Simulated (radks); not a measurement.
Effect of the nuclear size on neutral thallium, [Hg] 6p1. Calculated with a radial shooting solver on a logarithmic mesh with Libxc functionals: Dirac Kohn-Sham, relativistic LDA (MacDonald-Vosko exchange, VWN5 correlation), spin-unpolarised, spherical densities, finite nucleus; open shells fill j = l - 1/2 first; Fermi nuclear charge, rms radius 5.4759 fm. The rms radius is varied about that value; shifts are against it.

| rms radius (fm) | total energy shift (eV) | density at nucleus (e/bohr^3) | 1s1/2 shift (meV) | 2s1/2 shift (meV) | 5s1/2 shift (meV) | 5p1/2 shift (meV) | 6s1/2 shift (meV) | 6p1/2 shift (meV) | 7s1/2 (empty) shift (meV) |
|---|---|---|---|---|---|---|---|---|---|
| 4.8297 | -25.9 | 2.619e+06 | -10300 | -1550 | -18.2 | 0.417 | -1.52 | 0.279 | -0.108 |
| 5.1035 | -15.2 | 2.559e+06 | -6020 | -907 | -10.7 | 0.244 | -0.889 | 0.163 | -0.063 |
| 5.4759 | 0 | 2.484e+06 | 0.000 | 0.000 | 0.000 | 0.000 | 0.000 | 0.000 | 0.000 |
| 5.8975 | 17.9 | 2.407e+06 | 7110 | 1070 | 12.6 | -0.286 | 1.05 | -0.193 | 0.074 |
| 6.2042 | 31.5 | 2.356e+06 | 12500 | 1880 | 22.1 | -0.501 | 1.84 | -0.338 | 0.130 |

Slopes of the eigenvalues against <r^2> in GHz/fm^2, as finite differences over the two radii next to the reference (eigenvalue slopes, not the field-shift constants of lines): 1s1/2 364000, 2s1/2 54700, 5s1/2 643, 5p1/2 -14.7, 6s1/2 53.7, 6p1/2 -9.85, 7s1/2 (empty) 3.81.
